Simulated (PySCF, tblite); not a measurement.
C5H7F2NO.
Cartesian coordinates in Å at the GFN2-xTB level; atoms count from 1:
```
atom  x, y, z in Å
N1    -4.363    0.311    0.021
C2    -3.317   -0.142   -0.047
C3    -1.995   -0.708   -0.129
C4    -0.933    0.331    0.233
O5     0.335   -0.312    0.140
C6     1.401    0.489    0.456
F7     1.334    0.844    1.793
C8     2.696   -0.283    0.197
F9     3.665    0.557   -0.270
H10   -1.926   -1.554    0.559
H11   -1.822   -1.074   -1.145
H12   -1.093    0.702    1.252
H13   -0.968    1.182   -0.462
H14    1.398    1.445   -0.097
H15    3.063   -0.735    1.123
H16    2.517   -1.045   -0.567
```

The calculation used PBE0/pcSseg-1 in PySCF (dipole) on a GFN2-xTB geometry, gas phase.

Masses are those of the commonest isotopes; rigid-rotor values at the optimised geometry. The values belong to one conformer with, in the numbering `[N:1]#[C:2][CH2:3][CH2:4][O:5][C@@H:6]([F:7])[CH2:8][F:9]`, C2–C3–C4–O5 179°, C3–C4–O5–C6 -179°, C4–O5–C6–F7 65°, O5–C6–C8–F9 144°.

(1) Give the principal moments of inertia and the rotational constants in MHz.

(2) What kind of rotor is it?

(3) What does the inertial defect say?

(4) Give the other two planar moments, Paa and Pbb, and the rms extents of the mass along the axes.

(5) Where do the levels up to J = 5 lie, in MHz?

(6) Which lines would a microwave search look for?

(7) Estimate the classical rotational partition function at 50 K, 100 K and 200 K.

Results:

(1) Ia = 93.36, Ib = 913.03, Ic = 959.48 u·Å²; 505379 MHz·u·Å²/I gives A = 5413, B = 553.5, C = 526.7 MHz.

(2) A near-prolate asymmetric top: κ = (2 × 553.5 − 5413 − 526.7)/(5413 − 526.7) = -0.99.

(3) Not planar: Δ = Ic − Ia − Ib = -46.91 u·Å². For a rigid frame Δ = −2 Σ m c², so Σ m c² = 23.46 u·Å² lies off the ab plane: 7.83 from hydrogen and 15.63 from heavier atoms. The atom farthest from that plane is 1.53 Å away.

(4) Paa = Σ m a² = (Ib + Ic − Ia)/2 = 889.58 and Pbb = Σ m b² = (Ia + Ic − Ib)/2 = 69.91 u·Å². With the mass M = 135.05 u, the rms extents √(P/M) along a, b and c are 2.57, 0.72, 0.42 Å.

(5) Above 0(0,0):
J = 1: 1(0,1) 1080, 1(1,1) 5940, 1(1,0) 5967
J = 2: 2(0,2) 3241, 2(1,2) 8073, 2(1,1) 8154, 2(2,1) 22732, 2(2,0) 22732
J = 3: 3(0,3) 6481, 3(1,3) 11274, 3(1,2) 11435, 3(2,2) 25973, 3(2,1) 25973, 3(3,1) 50337, 3(3,0) 50337
J = 4: 4(0,4) 10801, 4(1,4) 15541, 4(1,3) 15809, 4(2,3) 30294, 4(2,2) 30295, 4(3,2) 54658, 4(3,1) 54658, 4(4,1) 88768, 4(4,0) 88768
J = 5: 5(0,5) 16200, 5(1,5) 20875, 5(1,4) 21277, 5(2,4) 35695, 5(2,3) 35699, 5(3,3) 60060, 5(3,2) 60060, 5(4,2) 94170, 5(4,1) 94170, 5(5,1) 138025, 5(5,0) 138025
The levels of one J sum to (2J + 1)J(J + 1)(A + B + C)/3.

(6) The dipole components are |μa| = 1.81 D, |μb| = 1.80 D, |μc| = 1.08 D. Intensities carry the squares of the components, which stand as 1.00 : 0.99 : 0.36 (a : b : c). Some lines, for components of 0.1 D or more:

| type | branch | J(Ka,Kc) | MHz | lower level (cm⁻¹) |
| --- | --- | --- | --- | --- |
| a | R | 1(0,1) ← 0(0,0) | 1080 | 0.000 |
| a | R | 2(0,2) ← 1(0,1) | 2160 | 0.036 |
| a | R | 4(2,3) ← 3(2,2) | 4321 | 0.866 |
| a | R | 5(4,1) ← 4(4,0) | 5401 | 2.961 |
| a | R | 5(1,4) ← 4(1,3) | 5468 | 0.527 |
| c | R | 2(1,1) ← 1(0,1) | 7074 | 0.036 |
| b | Q | 3(2,2) ← 3(1,3) | 14699 | 0.376 |
| c | R | 2(2,1) ← 1(1,1) | 16792 | 0.198 |
| c | R | 3(2,2) ← 2(1,2) | 17900 | 0.269 |
| b | R | 3(2,1) ← 2(1,2) | 17900 | 0.269 |
| c | R | 5(2,3) ← 4(1,3) | 19890 | 0.527 |
| b | Q | 3(3,0) ← 3(2,1) | 24364 | 0.866 |
| b | Q | 3(3,1) ← 3(2,2) | 24364 | 0.866 |
| b | Q | 5(5,1) ← 5(4,2) | 43856 | 3.141 |

(7) Point group C1, symmetry number σ = 1; q = (√π/σ)·√((kT/h)³/(ABC)), k/h = 20836.6 MHz/K: 47400 at 50 K, 134000 at 100 K, 380000 at 200 K.

Its GFN2-xTB frequencies are all real (lowest 20 cm⁻¹). These are rigid-rotor constants of the computed structure; measured ground-state constants (B0) also hold zero-point vibration. Quadrupole hyperfine structure (14N) is left out.

Time: 29 s. Hardware: an Arm Neoverse V1 with one thread (shared host). This is the PBE0/pcSseg-1 job that gave the dipole, with the shieldings it also computed.
